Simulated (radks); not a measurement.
Values are calculated unless marked as measured or tabulated.
The thulium ion Tm2+, 67 electrons, occupied as [Xe] 4f13. Code: a radial shooting solver on a logarithmic mesh with Libxc functionals. Model: Dirac Kohn-Sham, BLYP, spin-unpolarised, spherical densities, finite nucleus; open shells fill j = l - 1/2 first; Fermi nuclear charge, rms radius 5.2256 fm.

Normalised radial functions P(r) = r R(r) (large component), r in bohr:

```
   r/bohr * 5p3/2 (the largest magnitude, 0.929, reaches the edge; | marks zero)
 0.003391                             *
 0.003916                             *
 0.004486                             *
 0.005181                             *
 0.005936                             |*
 0.006855                             |*
 0.007854                             |*
 0.009071                             |*
  0.01039                             |*
    0.012                             | *
  0.01375                             | *
  0.01588                             |  *
  0.01819                             |  *
  0.02101                             |   *
  0.02407                             |   *
   0.0278                             |    *
  0.03185                             |     *
  0.03678                             |     *
  0.04214                             |     *
  0.04867                             |     *
  0.05576                             |     *
  0.06439                             |    *
  0.07378                             |  *
   0.0852                             |*
  0.09761                           * |
   0.1127                        *    |
   0.1292                      *      |
   0.1492                    *        |
   0.1709                    *        |
   0.1974                      *      |
   0.2261                         *   |
   0.2611                             |*
   0.2992                             |     *
   0.3455                             |         *
   0.3958                             |            *
   0.4572                             |            *
   0.5238                             |         *
   0.6049                             |   *
    0.693                         *   |
   0.8003                 *           |
   0.9169          *                  |
    1.059    *                        |
    1.213  *                          |
    1.401  *                          |
    1.605     *                       |
    1.854         *                   |
    2.124             *               |
    2.453                  *          |
     2.81                      *      |
    3.246                         *   |
    3.718                           * |
    4.294                            *|
     4.92                             *
```

5p3/2: eigenvalue -39.667 eV, 3 radial nodes at r = 0.0885, 0.257, 0.647 bohr, <r> = 1.50 bohr, 90 % of the charge inside 2.22 bohr.
